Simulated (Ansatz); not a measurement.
Relaxation of F₂H₆OW (10 atoms, charge 0, multiplicity 1), to a largest force component of 0.03 eV/Å in at most 50 steps.

All numbers below come from Ansatz, RKS PBE-D4/def2-SVP.

```xyz
10
Properties=species:S:1:pos:R:3:forces:R:3
W -0.041 0.495 -0.235 -0.31 -0.49 -0.04
O 0.289 -0.345 2.755 0.09 0.60 -0.41
H -0.566 -0.086 3.157 0.12 -0.01 -0.04
H 1.392 -0.371 -0.079 0.03 0.02 -0.05
H -0.228 1.460 -1.621 -0.03 0.02 0.01
F -1.814 0.106 0.264 0.00 0.00 0.00
H -0.085 -1.171 -0.467 0.02 -0.01 0.05
H 0.623 -0.064 -1.680 0.00 -0.05 -0.01
F 0.945 1.618 0.894 0.38 0.45 0.38
H 0.783 0.513 2.698 -0.30 -0.53 0.12
```

Where does it end, and by what steps?

It converged. After 10 steps the energy has fallen by 0.371 eV; H3 moved furthest, 0.54 Å. Joined: W1–O2 (3.12 → 2.39 Å).

```csv
step,energy less start (eV),largest force component (eV/Å),accepted
0,0.0000,0.604,yes
1,-0.0808,1.430,yes
2,-0.2022,1.327,yes
3,-0.3189,0.821,yes
4,-0.3446,0.620,yes
5,-0.3557,0.352,yes
6,-0.3679,0.133,yes
7,-0.3707,0.050,yes
8,-0.3705,0.068,no
9,-0.3710,0.031,yes
10,-0.3711,0.009,yes
```

```xyz
10
Properties=species:S:1:pos:R:3
W 0.040 0.480 -0.038
O 0.188 -0.173 2.257
H -0.700 -0.250 2.658
H 1.496 -0.372 -0.068
H -0.351 1.429 -1.408
F -1.745 0.104 0.501
H -0.020 -1.198 -0.207
H 0.486 -0.084 -1.563
F 1.229 1.724 0.771
H 0.674 0.495 2.780
```

Run time: 27 s on 2 threads of Arm Neoverse V1 (shared host), peak memory 0.14 GiB.
